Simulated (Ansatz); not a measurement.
Reaction (formal exchange of groups at the Al–Si bond): `[NH2][AlH][SiH]1[SiH2]S1` + `[CH3][GeH3]` → `[NH2][AlH][CH2][GeH3]` + `[SiH2]1[SiH2]S1`

Isolated molecules relaxed with PBE0-D4/def2-TZVP in Ansatz; ΔE leaves out vibrations. CBS: MP2 limit from def2 TZ/QZ plus the TZ coupled-cluster correction, frozen cores. DFT in def2-TZVPP. B3LYP here is the variant with VWN-RPA as its local correlation; programs differ in this. For Ge outer-core shells are correlated without core-valence functions, which leaves a few kJ/mol of doubt a bond. Scalar relativity is left out up to krypton. One conformer a species, not always the lowest.

```tsv
level	ΔE (kcal/mol)
B3LYP-D4	5.6
MP2/def2-QZVPP	3.7
```

(1) What does CCSD(T)/CBS give? (Best estimate.)

Largest T1 diagnostic among the species: 0.014.

Results:

(1) Computed: +4.6 kcal/mol. The listed levels differ from it by 1.0, -0.9 kcal/mol.

From PBE to PBE0 (25 % exact exchange), in def2-TZVPP and without D4, ΔE moves by −0.9 kcal/mol. In def2-TZVPP, CCSD(T) changes the Hartree–Fock value by +1.9 kcal/mol (the triples alone add +0.5 kcal/mol) and MP2 by +1.0 kcal/mol.
